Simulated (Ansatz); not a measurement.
`C[C@@H]1[AlH][Si@H]1[SiH3]` and `C[CH]1[AlH][SiH2]1` differ in one atom or group.

Ansatz, PBE0-D4/def2-TZVP geometries, multiplicity 1. 

| property | `C[C@@H]1[AlH][Si@H]1[SiH3]` |
| --- | --- |
| HOMO energy (B3LYP/def2-TZVPP) / eV | -5.79 |
| LUMO energy (B3LYP/def2-TZVPP) / eV | -1.96 |
| HOMO–LUMO gap (ωB97M-V/def2-TZVPP) / eV | 7.71 |
| LUMO energy (PBE0/def2-TZVPP) / eV | -1.80 |
| size of the dipole moment (ωB97M-V/def2-TZVPP) / D | 1.42 |
| HOMO–LUMO gap (PBE/def2-TZVPP) / eV | 2.48 |

Task: What does the change do to each property? (Best estimate.)

Result: Computed: 
```json
{"property": "HOMO energy (B3LYP/def2-TZVPP) / eV", "`C[CH]1[AlH][SiH2]1`": "-5.85", "shift": "-0.06"}
{"property": "LUMO energy (B3LYP/def2-TZVPP) / eV", "`C[CH]1[AlH][SiH2]1`": "-1.90", "shift": "0.06"}
{"property": "HOMO–LUMO gap (ωB97M-V/def2-TZVPP) / eV", "`C[CH]1[AlH][SiH2]1`": "7.91", "shift": "0.20"}
{"property": "LUMO energy (PBE0/def2-TZVPP) / eV", "`C[CH]1[AlH][SiH2]1`": "-1.72", "shift": "0.08"}
{"property": "size of the dipole moment (ωB97M-V/def2-TZVPP) / D", "`C[CH]1[AlH][SiH2]1`": "1.19", "shift": "-0.23"}
{"property": "HOMO–LUMO gap (PBE/def2-TZVPP) / eV", "`C[CH]1[AlH][SiH2]1`": "2.58", "shift": "0.10"}
```

With PBE0 the HOMO falls by 0.06 eV and the LUMO rises by 0.08 eV, so the gap widens by about 0.14 eV. PBE moves the HOMO by -0.03 eV and ωB97M-V by -0.10 eV. Dipoles are sizes alone; their direction can turn.

B3LYP here is the variant with VWN-RPA as its local correlation; programs differ in this.
